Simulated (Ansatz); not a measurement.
# A rate constant, worked out

An elementary step of ZnNH5O2, closed shell (ZnNH₃O ([NH2][Zn][OH]) + H₂O → ZnH₂O₂ ([OH][Zn][OH]) + NH₃ (still joined by a long Zn–N bond); Zn–N, H–O broken or loosened, Zn–O, N–H formed or tightened). The start structure is the complex of the reactants, bound by 0.45 eV, and the electronic barrier above it is 0.270 eV by CCSD(T) at an estimated basis limit (MP2 extrapolated from triple and quadruple zeta, plus CCSD(T) − MP2 in triple zeta). Program: Ansatz 0.2.0. Basis: def2-TZVPP and def2-QZVPP. Cores are frozen in the correlated methods. The 3s and 3p shells of Cu and Zn are frozen; filled d shells are correlated. Extrapolation: Hartree–Fock as exp(−7.88 √X), correlation as X^−2.97. Harmonic wavenumbers at PBE0-D4/def2-TZVP (Ansatz 0.2.0), in cm⁻¹:

Start: 121, 136, 149, 177, 228, 238, 295, 512, 563, 628, 704, 768, 784, 828, 1570, 1615, 3415, 3540, 3622, 3905, 3907.

Saddle: 1022i, 131, 133, 252, 339, 354, 384, 462, 659, 669, 687, 726, 757, 800, 1501, 1576, 1810, 3557, 3646, 3904, 3916.

Question: Work out the transition-state-theory rate constant at 300 K from these numbers alone (harmonic vibrations; rotation, path degeneracy and anharmonicity left out), and the Wigner tunnelling factor. Use 1 cm⁻¹ = 1.2398 × 10⁻⁴ eV and k_B = 8.617 × 10⁻⁵ eV/K.

Answer: Zero-point energies, half the sums: start 27705/2 cm⁻¹ = 1.7175 eV; saddle, real modes only, 26263/2 cm⁻¹ = 1.6281 eV.
Barrier with zero-point energy: 0.270 + 1.6281 − 1.7175 = 0.1806 eV.
k_BT = 0.02585 eV, so the barrier is 6.99 k_BT.
Vibrational partition functions from the zero-point level, ln q = −Σ ln(1 − exp(−hν/k_BT)): start 4.171, saddle 2.782.
k = (k_BT/h) exp(ln q‡ − ln q) exp(−E0/k_BT), with log₁₀(k_BT/h in s⁻¹) = 12.80: log₁₀ k = 12.80 + (-1.389 − 6.99)/2.3026 = 9.16, so k ≈ 1 × 10^(9) s⁻¹.
Wigner factor: 1 + (hν‡/k_BT)²/24 = 1 + (4.90)²/24 = 2.00, too large for this simple formula to be trusted. A change of 1 kcal/mol (0.043 eV) in the barrier would change k by a factor of 5.4 at this temperature.

T1 diagnostic: at most 0.016.

The step is the kind of ligand exchange by which a precursor binds to a hydroxyl group, or is hydrolysed, in atomic layer deposition of oxides.

Labels in which every atom is bracketed show which atoms are joined, not bond orders.

For scale, one of the runs: CCSD(T)/def2-TZVPP, 227 basis functions, launched by `ansatz run in.yaml --threads 8 --pin off --events-out ev --progress --plain --max-ram 19148MiB`. The run took 34 s on 8 CPU threads of an Intel Xeon Platinum 8375C (shared host), with 4 GiB of host memory at its peak.
